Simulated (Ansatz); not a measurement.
**Which method gave which barrier?**

Saddle point of BH2SBrF2, singlet (BHSF₂ ([F][B]([F])[SH]) + HBr → BBrF₂ ([F][B]([F])[Br]) + H₂S; bonds formed: B1–Br6, S2–H5; bonds broken: B1–S2, H5–Br6), PBE0-D4/def2-TZVP structure:

B1  (-0.627, -0.199, -0.425)
S2  (1.254, 0.303, -0.636)
F3  (-0.931, -1.324, -1.052)
F4  (-1.488, 0.805, -0.395)
H5  (1.003, -0.300, 0.865)
Br6  (-0.287, -0.844, 1.836)
H7  (1.076, 1.559, -0.192)
(Å)

Computed with Ansatz 0.2.0 (basis: def2-TZVPP, with def2-QZVPP for the basis limit); correlated methods freeze the cores. Filled d shells of the heavier atoms are correlated. The def2 sets are not built for correlating such inner shells, so the correlated values are less sure here. Extrapolation: Hartree–Fock as exp(−7.88 √X), correlation as X^−2.97. Four methods, as single points on the PBE0-D4 structures, gave these electronic barriers from the start structure: 0.540, 0.700, 1.054, 1.616 eV.

(1) The methods were, in alphabetical order, BHLYP-D4, HF, PBE-D4, PBE0-D4. Which gave which? (Judge from chemistry; the calculation decides.)

T1 diagnostic: at most 0.012.

Results:

(1) Computed: PBE-D4 0.540; PBE0-D4 0.700; BHLYP-D4 1.054; HF 1.616 eV. For comparison, CCSD(T) at an estimated basis limit (MP2 extrapolated from triple and quadruple zeta, plus CCSD(T) − MP2 in triple zeta) gives 0.910 eV.

Labels in which every atom is bracketed show which atoms are joined, not bond orders.

For scale, one of the runs: CCSD(T)/def2-TZVPP, 211 basis functions (an equivalent command: `ansatz run in.yaml --threads 4`). Time: 2.4 min of wall clock on 4 CPU threads; the host was shared. Peak host memory: 3.2 GiB.
